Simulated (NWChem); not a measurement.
System: CH5S cation; SMILES C[SH2+]

Results from NWChem. Pople sets run with spherical d functions. STO-3G and 3-21G are far too small for this property and stand as cheap habits. All runs use the structure optimised with PBE0/def2-SVP. Field at 589 nm.

**Question.** Order these runs by computing time, cheapest first, and give rough ratios: B3LYP/def2-SVP; B3LYP/STO-3G; B3LYP/aug-cc-pVDZ.

**Answer.** B3LYP/STO-3G (1), B3LYP/def2-SVP (4), B3LYP/aug-cc-pVDZ (30). Ratios are rough, from one shared machine; the cheapest took very roughly 3 core-seconds. What differs between the cheapest and the dearest: isotropic polarisability (bohr³) 14.6 → 30.7; anisotropy (bohr³) 7.6 → 9.2.
